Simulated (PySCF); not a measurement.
Static response to an electric field

Compound: C3H10GaN.
Cartesian coordinates in Å at the PBE0-D3(BJ)/def2-SVP level; atoms count from 1:
```xyz
15
C3H10GaN angstrom
N      2.161   -0.596    0.307
Ga     0.929    0.991   -0.470
C     -0.738   -0.051   -0.669
C     -1.410   -0.620    0.565
C     -2.051    0.507   -0.177
H      3.085   -0.279    0.597
H      2.286   -1.337   -0.382
H      1.697   -1.005    1.118
H      1.789    1.374   -1.743
H      0.953    1.942    0.801
H     -0.834   -0.685   -1.559
H     -1.879   -1.607    0.502
H     -0.981   -0.402    1.551
H     -2.957    0.288   -0.750
H     -2.058    1.497    0.292
```

Level: B3LYP/def2-SVPD (PySCF), static field, nuclei fixed, core orbitals frozen in the response. The polarisability tensor in these axes (au):

```
x   89.08  2.32 -3.25
y    2.32 74.90 -2.52
z   -3.25 -2.52 74.11
```

Give the principal values, the mean and the anisotropy Δα = √{½[(α1 − α2)² + (α2 − α3)² + (α1 − α3)²]}.

Principal values 71.89, 75.94 and 90.27 au; mean 79.37 au = 11.76 Å³ = 13.09 × 10⁻⁴⁰ C²·m²/J; Δα = 16.73 au (21 % of the mean).

What is the dipole moment, and where does it point?

(2.59, -3.69, 1.36) D, 4.71 D in size, pointing from the negative to the positive side. Measured along this direction, the outermost atoms are H15 at the negative end and H7 and H6 at the positive end.

What depolarisation ratio follows for Rayleigh scattering of linearly polarised light, taking the static tensor?

ρ = 3Δα²/(45ᾱ² + 4Δα²) = 839.9/(283450 + 1119.9) = 0.00295.

Refractivity n − 1 of an ideal gas of it at 273.15 K and 1 atm, from the electronic α?

N = p/kT = 2.6868 × 10¹⁹ cm⁻³, so n − 1 = 2π × N × 11.76 × 10⁻²⁴ cm³ = 1985 × 10⁻⁶ at long wavelengths, for an ideal gas.

Give the principal axes and the span of the nuclei along them.

Largest value along (0.96, 0.18, -0.22), where the nuclei span 5.39 Å; middle along (-0.28, 0.77, -0.57), 3.45 Å; least along (0.07, 0.61, 0.79), 3.59 Å. 

Molar refractivity from α?

Lorentz–Lorenz: R = (4π/3)N_A α = 2.5225 cm³/(mol·Å³) × 11.76 Å³ = 29.7 cm³/mol, in the limit of long wavelengths.

Sum over states: ᾱ = Σ f/ω², ω in Eh. What share falls to these 6 lowest TDDFT singlets (eV, f)? 5.20, 0.0079; 5.69, 0.0084; 6.27, 0.0354; 6.48, 0.0040; 6.78, 0.0195; 6.83, 0.0096.

They add up to 1.61 au, 2.0 % of the 79.37 au; the largest single term is 0.67 au, from the state at 6.27 eV. Terms in order: 0.22, 0.19, 0.67, 0.07, 0.32, 0.15 au. Higher excitations give the rest. The strengths listed sum to 0.085.

Isolated species at its PBE0-D3(BJ)/def2-SVP geometry (one conformer only). The calculation is non-relativistic, for gallium too.
